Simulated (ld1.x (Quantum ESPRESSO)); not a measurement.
# How hard is this Ni (Z = 28) TM potential?

```
Element                 : Ni (Z = 28)
Generator               : ld1.x (Quantum ESPRESSO) 7.5
Type                    : norm-conserving Troullier–Martins (Kleinman–Bylander form)
Functional              : PBE
Relativity              : scalar-relativistic
Frozen core             : [Ar]
Valence charge          : 10
Reference configuration : 3d8 4s1.5 4p0 (charge +0.5)
Partial waves           : 4s (bound): rc 1.60 bohr; 4p (bound, empty): rc 2.50 bohr; 3d (bound): rc 1.35 bohr
Local potential         : all-electron potential smoothed inside 2.40 bohr (lloc = -2)
Core correction         : none
```

The pseudo-atom Hamiltonian at the reference potential is diagonalised in spherical Bessel functions j_l(qr) that vanish at 20 bohr, with q² up to the cutoff. All-electron valence levels (Ry): 4s -0.6820, 4p -0.3105, 3d -0.9703.

Q: How do the lowest levels (Ry) of each channel move with the cutoff, and are there ghosts?

A:

| cutoff (Ry) | s #1 | p #1 | p #2 | d #1 | d #2 | f #1 | f #2 | Σ f·Δε (mRy) |
| --- | --- | --- | --- | --- | --- | --- | --- | --- |
| 8 | -0.6597 | -0.3093 | -0.0473 | -0.0454 | 0.0359 | 0.0355 | 0.1458 | 7432.5 |
| 15 | -0.6632 | -0.3105 | -0.0475 | -0.0458 | 0.0355 | 0.0355 | 0.1458 | 7424.5 |
| 21 | -0.6744 | -0.3105 | -0.0475 | -0.0462 | 0.0349 | 0.0355 | 0.1458 | 7404.1 |
| 35 | -0.6802 | -0.3105 | -0.0475 | -0.0485 | 0.0321 | 0.0355 | 0.1458 | 7377.4 |
| 50 | -0.6813 | -0.3105 | -0.0475 | -0.0740 | 0.0084 | 0.0355 | 0.1458 | 7171.5 |
| 60 | -0.6817 | -0.3105 | -0.0475 | -0.2595 | -0.0257 | 0.0355 | 0.1458 | 5686.8 |
| 90 | -0.6819 | -0.3105 | -0.0475 | -0.8730 | -0.0364 | 0.0355 | 0.1458 | 778.7 |
| 120 | -0.6820 | -0.3105 | -0.0475 | -0.9640 | -0.0369 | 0.0355 | 0.1458 | 51.0 |
| 180 | -0.6820 | -0.3105 | -0.0475 | -0.9700 | -0.0369 | 0.0355 | 0.1458 | 2.7 |
| 230 | -0.6820 | -0.3105 | -0.0475 | -0.9702 | -0.0369 | 0.0355 | 0.1458 | 1.1 |
| 350 | -0.6820 | -0.3105 | -0.0475 | -0.9703 | -0.0369 | 0.0355 | 0.1458 | 0.0 |
| 400 | -0.6820 | -0.3105 | -0.0475 | -0.9703 | -0.0369 | 0.0355 | 0.1458 | 0.0 |

Result: no extra level below or beside the all-electron valence levels (s, p, d, f tested); 10 mRy is reached at 140 Ry and 1 mRy at 260 Ry.

Its largest configuration-test error is -337 meV.
